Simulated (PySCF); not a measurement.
A calculated (LDA, PySCF 2.14, x2c-SVPall, the spin-free X2C one-electron Hamiltonian (Gaussian nucleus)) atom or ion has these occupied shells.

```csv
shell,electrons,orbital energy (eV),"rms radius, mean of both spins (bohr)"
1s α,1,-7571.8,0.0650
1s β,1,-7571.7,0.0650
2s α,1,-899.66,0.277
2s β,1,-898.68,0.277
2p α,3,-772.41,0.249
2p β,3,-771.66,0.249
3s α,1,-106.00,0.836
3s β,1,-103.93,0.836
3p α,3,-69.832,0.895
3p β,3,-67.813,0.895
3d α,5,-13.300,1.33
3d β,3,-11.735,1.33
```

Task: Name the element and its charge.

Result: Co⁺ (cobalt, charge +1), in [Ar] 3d8, high-spin 3F determinant.
